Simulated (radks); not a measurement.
Question: Species: the calcium ion Ca+. Configuration: [Ar] 4s1. Calculated with a radial shooting solver on a logarithmic mesh with Libxc functionals: non-relativistic Kohn-Sham, PBE, spin-polarised, spherical densities, point nucleus; open shells are filled with parallel spins first. Some entries of the table are withheld. Estimate them.

| orbital | occ. | eigenvalue (eV) | <r> (bohr) |
|---|---|---|---|
| 1s up | 1 | -3934.927 | 0.07737 |
| 1s down | 1 | -3934.897 | 0.07737 |
| 2s up | 1 | -417.6145 | 0.3667 |
| 2s down | 1 | -417.5833 | 0.3667 |
| 2p up | 3 | -341.4046 | 0.3286 |
| 2p down | 3 | -341.3750 | 0.3286 |
| 3s up | 1 | -53.5752 | (1) |
| 3s down | 1 | -53.4576 | (2) |
| 3p up | 3 | (3) | 1.270 |
| 3p down | 3 | (4) | 1.266 |
| 4s up | 1 | -9.3035 | 3.592 |
| 3d up | 0 | (5) | 1.987 |
| 3d down | 0 | (6) | 1.869 |
| 4p up | 0 | -6.2648 | 4.355 |

Answer: 
(1) 3s up <r> (bohr): 1.162
(2) 3s down <r> (bohr): 1.160
(3) 3p up eigenvalue (eV): -34.9373
(4) 3p down eigenvalue (eV): -34.7863
(5) 3d up eigenvalue (eV): -8.6167
(6) 3d down eigenvalue (eV): -8.1722
